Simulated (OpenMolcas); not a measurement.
A calculation on W IV.

```yaml
Program: OpenMolcas 26.06
Method: CASSCF
Basis: ANO-RCC-VQZP [9s8p6d4f3g2h]
Scalar_Hamiltonian: DKH2, point nucleus
Active_space: 3 electrons in 10 orbitals (5d 6d)
State_averaging: 2S+1 = 4 even, 10 roots; 2S+1 = 2 even, 40 roots
Spin-orbit_coupling: state interaction with AMFI integrals over the reference wave functions, term energies averaged over their components
```

**Question.** Which level of the active space comes out lowest?

**Answer.** 5d3 4F 3/2, with 91 % of that term; it is also the measured ground level.

**Question.** How high does 5d3 4F 9/2 lie?

**Answer.** 9765 cm-1 above the lowest level; measured 9256 cm-1 above the ground level, so the calculation is off by +5 %.

**Question.** How high does 5d3 2D 5/2(1) lie?

**Answer.** 27352 cm-1 above the lowest level; measured 22766 cm-1 above the ground level, so the calculation is off by +20 %.

**Question.** How high does 5d3 2H 11/2 lie?

**Answer.** 24951 cm-1 above the lowest level; measured 22223 cm-1 above the ground level, so the calculation is off by +12 %.

**Question.** The level at 21963 cm-1 has J = 3/2. What is it made of, and what is its g factor?

**Answer.** 50 % 5d3 2D 3/2(1), 35 % 5d3 4P, 10 % 5d3 2P; g = 1.170, against 0.800 from Landé's formula for the pure leading term.

Measured values: the list in J. Phys. B 45, 035001 (2012).

Without dynamic correlation excited terms often stand tens of per cent too high (terms of higher spin than the ground term too low), and those without a measured partner can miss by more than the paired ones. Active for correlation alone: 6d; no level in the range computed is led by a configuration that fills it, so any true level of that kind is missing. Computed and measured levels are paired by configuration, term and J; levels that our copy of the source lacks, or whose pairing is in doubt (as where it misses far off the trend of its configuration), stay unpaired and out of the deviations. Levels of configurations outside the active space are missing.

A number in round brackets counts repeated terms of one configuration in the order of the reference energies.
